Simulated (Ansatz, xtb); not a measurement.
Relaxing a trial structure of Cl2H4Si3

The starting geometry of this gas-phase singlet has its atoms placed at random.

```
atom    x (Å)    y (Å)    z (Å)
  Cl  -1.2089   1.3412   1.0098
  Cl  -1.2666  -0.9998   1.8397
  Si   0.6332   0.6923  -1.1197
  Si   0.6290  -0.0990   1.7957
  Si  -0.6705  -0.7788  -2.0142
   H   0.2064   1.6693  -0.0897
   H   0.4758   0.4311   0.5688
   H   0.3560  -0.7740  -1.0322
   H  -1.4675  -1.3977   0.2142
```

Task: Guess where an optimisation with r2SCAN-D4/def2-SVP ends from this start.

Result: It ends as a structure with Cl1 bridging Si4 and Si3, H7 bridging Si3 and Si4, given below by its coordinates. Distances that change by over a tenth: Cl1–Cl2 (2.48 → 3.36 Å), Cl2–H9 (1.69 → 3.41 Å), Si4–H7 (1.35 → 1.73 Å), Si5–H8 (1.42 → 1.59 Å). Contacts that open: Si3–H8 (1.49 → 2.07 Å). Contacts that close: Cl1–Si3 (2.89 → 2.33 Å), Cl1–Si4 (2.46 → 2.36 Å), Si5–H9 (2.45 → 1.53 Å).

The energy falls by 9.13 eV over 20 steps:

| step | E − E(last) (eV) |
| --- | --- |
| 1 | 9.126 |
| 3 | 4.899 |
| 5 | 2.906 |
| 7 | 1.774 |
| 9 | 0.923 |
| 12 | 0.133 |
| 14 | 0.013 |
| 16 | 0.001 |
| 18 | 0.000 |
| 20 | 0.000 |

Final geometry (Å):

```xyz
9

Cl   -1.2416    1.8046    1.2577
Cl   -1.1524   -1.3267    2.4688
Si   -0.1118    0.6557   -0.4262
Si    0.1352    0.3256    2.4794
Si   -0.9890   -0.7027   -1.9803
H     0.8563    1.7562   -0.7262
H     0.6950    0.0288    0.8652
H     0.5950   -0.6657   -1.8525
H    -1.0998   -1.7911   -0.9136
```

From the same start GFN2-xTB ends elsewhere, differing in Cl2–Si5 (2.22 against 4.50 Å here), Si3–H7 (3.11 against 1.65 Å here).

From so rough a start the end depends on the optimiser's path, so another program may land elsewhere. No frequencies were run, so the end isn't proven a minimum. Run with Ansatz 0.2.0, 28 s on 2 threads of Intel(R) Xeon(R) 6975P-C (Granite Rapids) (shared host).
